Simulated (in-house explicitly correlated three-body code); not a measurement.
Computed with an exponentially correlated three-body code. Model: two electrons around a point charge, non-relativistic, variational in 260 exponentially correlated functions (energies converged to about 1e-7 hartree, or 1e-8 relative for large Z), ground state as one setting changes.

Given: nuclear charge 4.

| mass of the centre (electron masses) | ground energy (hartree) | binding of second electron (eV) | mean radius (bohr) | mean distance of electrons (bohr) | mean cosine of angle |
| --- | --- | --- | --- | --- | --- |
| 1 | -7.05699141 | 83.185 | 0.78273 | 1.0331 | 0.16739 |
| 1.4 | -8.12569532 | 94.125 | 0.68486 | 0.92848 | 0.13021 |
| 2 | -9.19762754 | 105.15 | 0.60863 | 0.84465 | 0.095378 |
| 3 | -10.2796574 | 116.46 | 0.54702 | 0.77513 | 0.062166 |
| 5 | ? | ? | ? | ? | ? |
| 7 | -11.9364282 | 134.33 | 0.47316 | 0.68932 | 0.014185 |
| 10 | -12.3979834 | 139.47 | 0.45587 | 0.66881 | 0.0013064 |
| 15 | -12.7865251 | 143.85 | 0.44221 | 0.65249 | -0.009398 |
| 25 | -13.1183301 | 147.65 | 0.43115 | 0.63918 | -0.018449 |
| 50 | -13.3806633 | 150.68 | 0.42276 | 0.62904 | -0.025549 |
| 100 | -13.5164818 | 152.27 | 0.41853 | 0.62392 | -0.029207 |
| 206.77 | -13.5878844 | 153.1 | 0.41634 | 0.62126 | -0.031126 |
| 500 | ? | ? | ? | ? | ? |
| 1000 | -13.6415071 | 153.73 | 0.41471 | 0.61927 | -0.032564 |
| 5000 | -13.6527517 | 153.86 | 0.41437 | 0.61886 | -0.032866 |
| 100000 | -13.6554255 | 153.89 | 0.41429 | 0.61876 | -0.032937 |

**Question.** What follows for mass of the centre = 5?

**Answer.** ground energy -11.3785151 hartree; binding of second electron 128.22 eV; mean radius 0.49579 bohr; mean distance of electrons 0.71592 bohr; mean cosine of angle 0.030013.

**Question.** What follows for mass of the centre = 500?

**Answer.** ground energy -13.6274818 hartree; binding of second electron 153.57 eV; mean radius 0.41513 bohr; mean distance of electrons 0.61979 bohr; mean cosine of angle -0.032188.
